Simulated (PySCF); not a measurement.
Species: C8H11NO.
SMILES with atom numbers: `[cH:1]1[cH:2][o:3][c:4]([N:5]2[CH2:6][CH2:7][CH2:8][CH2:9]2)[cH:10]1` (hydrogens: H11 on C1; H12 on C2; H13, H14 on C6; H15, H16 on C7; H17, H18 on C8; H19, H20 on C9; H21 on C10)

A GFN2-xTB structure was refined with PBE0-D3(BJ)/def2-SVP geometry optimisation, gas phase (PySCF 2.14.0). Its GFN2-xTB values:

| coordinate | GFN2-xTB |
| --- | --- |
| C1–C2 | 1.355 Å |
| C1–C10 | 1.419 Å |
| C1–H11 | 1.071 Å |
| C2–O3 | 1.363 Å |
| C2–H12 | 1.071 Å |
| O3–C4 | 1.349 Å |
| C4–N5 | 1.366 Å |
| C4–C10 | 1.370 Å |
| N5–C6 | 1.451 Å |
| C6–C7 | 1.524 Å |
| C6–H13 | 1.092 Å |
| C7–C8 | 1.528 Å |
| C7–H15 | 1.090 Å |
| C10–H21 | 1.070 Å |
| C2–O3–C4 | 106.7° |
| O3–C4–N5 | 118.0° |
| C4–N5–C6 | 119.9° |
| C4–N5–C9 | 120.5° |
| N5–C4–C10 | 131.2° |
| N5–C6–C7 | 103.2° |
| N5–C9–C8 | 104.7° |
| C6–N5–C9 | 111.6° |
| O3–C4–N5–C6 | 13° |
| C4–N5–C6–C7 | 170° |
| C4–N5–C9–C8 | -146° |
| N5–C6–C7–C8 | -36° |

Task: How do these coordinates change at the PBE0-D3(BJ)/def2-SVP level?

Result: 
```
 coordinate  PBE0-D3(BJ)/def2-SVP (Å or °)  change
     C1–H11                          1.088  +0.017
    C10–H21                          1.086  +0.016
     C1–C10                          1.434  +0.015
     C2–H12                          1.085  +0.014
     C7–H15                          1.102  +0.012
      C4–N5                          1.356  -0.010
     C6–H13                          1.102  +0.010
     C4–C10                          1.377  +0.007
      C2–O3                          1.369  +0.006
      N5–C6                          1.447  -0.004
      O3–C4                          1.345  -0.004
      C1–C2                          1.358  +0.003
      C7–C8                          1.527  -0.001
      C6–C7                          1.525  +0.001
   C4–N5–C6                          124.1    +4.2
   C6–N5–C9                          113.8    +2.2
  N5–C4–C10                          132.8    +1.6
   O3–C4–N5                          116.5    -1.5
   N5–C9–C8                          103.2    -1.5
   C4–N5–C9                          121.8    +1.3
   C2–O3–C4                          107.5    +0.8
   N5–C6–C7                          102.4    -0.8
C4–N5–C9–C8                           -167     -21
C4–N5–C6–C7                           -170     +20
O3–C4–N5–C6                              2     -11
N5–C6–C7–C8                            -33      +3
```

The energy falls by 8.1 kJ/mol over 12 energy and gradient evaluations, the largest force component goes from 0.0119 to 4.0e-04 Eh/bohr, and the atoms move by 0.188 Å rms after alignment. Among the bonds, C1–H11 and C10–H21 change most and about equally (+0.016 to +0.017 Å). Bonds longer at the end by more than 0.005 Å: 14 of 22; shorter: 2. Among the dihedrals that turn most is C4–N5–C9–H19, from 95° to 73°. Rotational constants go from 3887, 865.7, 733.3 to 3927, 854.9, 720.1 MHz.

The run used 195 basis functions and 82 SCF cycles in all. The run took 3.9 min wall on x86-64 server, one thread, no GPU, shared host.

Not checked by PBE0-D3(BJ)/def2-SVP frequencies. One conformer, not necessarily the lowest.
